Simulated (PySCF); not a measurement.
## Electronic structure of O+ (oxygen, charge +1) at the TPSSh level

Configuration: [He] 2s2 2p2 3s1, 3s spin antiparallel (an excited configuration). Calculation: PySCF 2.14, in dyall-av2z; no relativity, point nucleus.

```json
{
  "Total energy": "-73.7242 hartree",
  "One-electron energy": "-95.0192 hartree",
  "Hartree (Coulomb) energy": "28.9729 hartree",
  "Exchange-correlation energy": "-7.6779 hartree",
  "Kinetic energy": "73.58206 hartree",
  "⟨S²⟩": "1.7514",
  "⟨L²⟩": "2.005",
  "Sum of ⟨r⟩": "7.945 bohr",
  "Sum of ⟨r²⟩": "18.70 bohr²",
  "Traceless quadrupole moment −½Σ⟨3z² − r²⟩ along its main axis": "0.392 e·bohr²",
  "Density at the nucleus (Gaussians lack the cusp)": "305 bohr⁻³",
  "Spin density at the nucleus": "-0.881 bohr⁻³",
  "Langevin diamagnetic susceptibility": "-14.8 ×10⁻⁶ cm³/mol"
}
```

```csv
shell,electrons,mean orbital energy (hartree),"rms radius, mean of both spins (bohr)"
1s α,1,-20.45314,0.231
1s β,1,-20.38436,0.231
2s α,1,-1.94764,1.13
2s β,1,-1.76154,1.13
2p α,2,-1.38604,1.11
3s β,1,-0.35362,3.68
```

The outer electron is Rydberg-like, and this basis confines it to a smaller radius and binds it less than a complete one would. With the s spin flipped the determinant is a mixture of two multiplicities, not a spectroscopic state.
